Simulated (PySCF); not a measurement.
## The 27-electron isoelectronic series, spin-free X2C

All values are computed (PySCF 2.14, energy differences of UHF-based or UKS calculations, no spin-orbit coupling). Each ion has its own even-tempered basis scaled to its charge (19s13p8d4f3g for the first); frozen: [Ne]. Ionisation energies in eV.

```tsv
ion	configuration	UHF	LDA	PBE	PBE0	r2SCAN	MP2 (outer shells)	NIST (with spin-orbit, Breit and QED)
Te²⁵⁺	[Ar] 3d9 (2D)	1380.9	1382.5	1381.4	1381.8	1381.0	1382.7	1377 ± 4 (t)
I²⁶⁺	[Ar] 3d9 (2D)	1476.7	1478.2	1477.1	1477.5	1476.7	1478.5	1472 ± 4 (t)
Xe²⁷⁺	[Ar] 3d9 (2D)	1575.5	1577.0	1575.8	1576.3	1575.5	1577.3	1571 ± 4 (t)
Cs²⁸⁺	[Ar] 3d9 (2D)	1677.4	1678.9	1677.7	1678.2	1677.3	1679.3	1672 ± 4 (t)
Ba²⁹⁺	[Ar] 3d9 (2D)	1782.4	1783.8	1782.6	1783.2	1782.2	1784.3	1776 ± 4 (t)
La³⁰⁺	[Ar] 3d9 (2D)	1890.5	1891.8	1890.6	1891.2	1890.2	1892.3	1884 ± 4 (t)
Ce³¹⁺	[Ar] 3d9 (2D)	2001.7	2002.9	2001.7	2002.3	2001.3	2003.5	1994 ± 4 (t)
Pr³²⁺	[Ar] 3d9 (2D)	2115.9	2117.1	2115.9	2116.5	2115.5	2117.7	2108 ± 4 (t)
Nd³³⁺	[Ar] 3d9 (2D)	2233.2	2234.3	2233.1	2233.7	2232.7	2235.0	2224 ± 5 (t)
Pm³⁴⁺	[Ar] 3d9 (2D)	2353.6	2354.6	2353.4	2354.1	2353.0	2355.4	2344 ± 5 (t)
```

Each ion has its own basis, which adds noise of up to about 0.1 % along the series.

NIST values marked (s) are semi-empirical, (t) theoretical. Open shells are high-spin determinants of the terms that Hund's rules give.

Spin-orbit coupling of the open shells is absent from the calculated values and included in NIST's; it grows fast with Z.
